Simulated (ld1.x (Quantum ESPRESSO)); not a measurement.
# Before and after: TM potential for thallium

ld1.x (Quantum ESPRESSO) 7.5 input, shortened:

```
&input
   title='Tl', zed=81., rel=1, dft='PBE', iswitch=3,
   config='[Xe] 4f14 5d10 6s1 6p0'
 /
 &inputp
   pseudotype=2, tm=.true., lloc=0,
   nlcc=.false.
 /
2
6P  2  1   0.00   0.00  2.30  2.30  0.0
6S  1  0   1.00   0.00  1.65  1.65  0.0
 &test
   configts(1)='6s1 6p0'
 /
```

Change: local potential all-electron potential smoothed inside 1.50 bohr (lloc = -1).

Cutoffs: the cutoffs (Ry, on a coarse ladder) from which the occupation-weighted sum of valence levels, in a spherical-Bessel basis at the reference potential, stays within 10 and 1 mRy of its value at 400 Ry; they do not see the model core or the augmentation charge, which bear on the density cutoff. Errors are all-electron minus pseudo energies relative to the spin-unpolarised reference configuration.

Question: Predict the effect on cutoff, ghosts and configuration errors.

Answer: The potential gets neither clearly harder nor softer (30 Ry and 80 Ry → 30 Ry and 70 Ry); a bound ghost appears in d, p, s, which as a rule spoils a file; the errors of the 7 common tests hardly move; the range in which the s phases agree widens (upper end 0.5 → 1.8). In the separable form a ghost depends on how the local part lies against the semilocal potential of the channel, so the choice of the local part can create or remove one.

```tsv
quantity	base	changed
cutoff, loose	30 Ry	30 Ry
cutoff, tight	80 Ry	70 Ry
bound ghosts	none	s, p, d
error for 6s2 6p1, meV [ΔE -25.95 eV]	+447	+427
error for 6s2 6p0, meV [ΔE -20.78 eV]	+180	+174
error for 6s2 6p0.5, meV [ΔE -24.09 eV]	+313	+300
error for 6s1 6p1, meV [ΔE -12.50 eV]	+227	+222
error for 6s2 6p1.3, meV [ΔE -26.44 eV]	+511	+487
error for 6s0 6p3, meV [ΔE -10.74 eV]	+823	+807
error for 6s1 6p2, meV [ΔE -18.54 eV]	+558	+541
s: phases at 2.49 bohr within 0.05 rad from the reference energy up to (Ry; the scan ends near 5)	0.5	1.8
p: phases at 2.49 bohr within 0.05 rad from the reference energy up to (Ry; the scan ends near 5)	3.0	3.4
```

 A true bound ghost makes a file unfit for plane-wave use even where its test errors are small: the radial tests pick states by their node count and pass the ghost by.
